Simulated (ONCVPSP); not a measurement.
# Sm ONCV: all-electron and pseudo phase curves

* Element: Sm (Z = 62)
* Generator: ONCVPSP 4.0.1
* Type: optimised norm-conserving Vanderbilt (ONCV)
* Functional: PBE
* Relativity: non-relativistic
* Frozen core: [Kr] 4d10
* Valence charge: 16
* Reference configuration: 4f6 5s2 5p6 5d0.5 6s1.5
* Partial waves: 5s+6s: rc 2.50 bohr, ncon 4, nbas 7, qcut 4.3 1/bohr, 2 projectors; 5p: rc 2.30 bohr, ncon 4, nbas 7, qcut 4.9 1/bohr, 2 projectors, debl 0.7 Ha; 5d: rc 2.55 bohr, ncon 4, nbas 7, qcut 3.5 1/bohr, 2 projectors, debl 3.2 Ha; 4f: rc 1.20 bohr, ncon 4, nbas 9, qcut 13.4 1/bohr, 2 projectors, debl 3.8 Ha
* Local potential: polynomial inside 0.80 bohr (lpopt 2, dvloc0 4 Ha)
* Core correction: Teter function, fcfact 2, rcfact 1.2

In the p channel the program set the typed energies aside and used -0.801, 0.250 Ha.

The phase is arctan(r·R′/R) of the radial function R(r), unwrapped; energies in Ha, scanned from -3 to 5 Ha. A pole is an energy at which the radial function vanishes at the test radius. The pseudo phase is shifted by a multiple of π to meet the all-electron one at the reference energy, and phase errors are pseudo minus all-electron; the curves can meet again beyond the range given. Levels narrower than the energy grid can be missing from the lists of poles. Where the grid stepped over a known ghost or core level, its pole and its step of π were put in at the level’s energy.

**Question.** For each channel, where are the poles, and over which energies does the pseudopotential scatter like the atom?

**Answer.**

```
channel  radius (bohr)  reference energy (Ha)  poles, all-electron       poles, pseudo  unbroken range about the reference energy with phases within 0.05 rad  phase error 1 Ha above the reference energy (rad)
      s           2.53                  -0.11          -1.21, 2.80  -2.67, -1.21, 2.74                                                            -2.7 to 4.0                                             -0.001
      p           2.33                  -0.80          -0.35, 4.53   -0.35, 2.55, 4.84                                                              below 1.6                                             -0.000
      d           2.60                  -0.07           0.62, 4.41          0.62, 4.42                                                        the whole range                                             +0.000
      f           1.22                  -0.18                 0.86                0.86                                                        the whole range                                             +0.000
```

Note: ghosts flagged at negative energy: s at -72.5 eV; GHOST(+) flagged for p at 73.5 eV, d at 370.0 eV. A true bound ghost makes a file unfit for plane-wave use.

Phases in the f channel:

```json
{"E (Ha)": "-2.98", "all-electron": "1.059", "pseudo": "1.059"}
{"E (Ha)": "-2.76", "all-electron": "1.023", "pseudo": "1.024"}
{"E (Ha)": "-2.54", "all-electron": "0.979", "pseudo": "0.980"}
{"E (Ha)": "-2.32", "all-electron": "0.925", "pseudo": "0.926"}
{"E (Ha)": "-2.10", "all-electron": "0.856", "pseudo": "0.857"}
{"E (Ha)": "-1.88", "all-electron": "0.765", "pseudo": "0.766"}
{"E (Ha)": "-1.66", "all-electron": "0.642", "pseudo": "0.643"}
{"E (Ha)": "-1.44", "all-electron": "0.470", "pseudo": "0.471"}
{"E (Ha)": "-1.22", "all-electron": "0.230", "pseudo": "0.231"}
{"E (Ha)": "-1.00", "all-electron": "-0.086", "pseudo": "-0.085"}
{"E (Ha)": "-0.78", "all-electron": "-0.440", "pseudo": "-0.440"}
{"E (Ha)": "-0.56", "all-electron": "-0.760", "pseudo": "-0.759"}
{"E (Ha)": "-0.34", "all-electron": "-1.004", "pseudo": "-1.004"}
{"E (Ha)": "-0.12", "all-electron": "-1.181", "pseudo": "-1.181"}
{"E (Ha)": "0.10", "all-electron": "-1.310", "pseudo": "-1.310"}
{"E (Ha)": "0.32", "all-electron": "-1.407", "pseudo": "-1.407"}
{"E (Ha)": "0.54", "all-electron": "-1.483", "pseudo": "-1.483"}
{"E (Ha)": "0.76", "all-electron": "-1.545", "pseudo": "-1.545"}
{"E (Ha)": "0.98", "all-electron": "-1.597", "pseudo": "-1.597"}
{"E (Ha)": "1.20", "all-electron": "-1.644", "pseudo": "-1.644"}
{"E (Ha)": "1.42", "all-electron": "-1.686", "pseudo": "-1.686"}
{"E (Ha)": "1.64", "all-electron": "-1.726", "pseudo": "-1.726"}
{"E (Ha)": "1.86", "all-electron": "-1.765", "pseudo": "-1.765"}
{"E (Ha)": "2.08", "all-electron": "-1.804", "pseudo": "-1.804"}
{"E (Ha)": "2.30", "all-electron": "-1.844", "pseudo": "-1.843"}
{"E (Ha)": "2.52", "all-electron": "-1.886", "pseudo": "-1.886"}
{"E (Ha)": "2.74", "all-electron": "-1.931", "pseudo": "-1.931"}
{"E (Ha)": "2.96", "all-electron": "-1.982", "pseudo": "-1.981"}
{"E (Ha)": "3.18", "all-electron": "-2.038", "pseudo": "-2.038"}
{"E (Ha)": "3.40", "all-electron": "-2.104", "pseudo": "-2.104"}
{"E (Ha)": "3.62", "all-electron": "-2.182", "pseudo": "-2.182"}
{"E (Ha)": "3.84", "all-electron": "-2.276", "pseudo": "-2.276"}
{"E (Ha)": "4.06", "all-electron": "-2.390", "pseudo": "-2.390"}
{"E (Ha)": "4.28", "all-electron": "-2.530", "pseudo": "-2.530"}
{"E (Ha)": "4.50", "all-electron": "-2.699", "pseudo": "-2.699"}
{"E (Ha)": "4.72", "all-electron": "-2.898", "pseudo": "-2.897"}
{"E (Ha)": "4.94", "all-electron": "-3.117", "pseudo": "-3.115"}
```
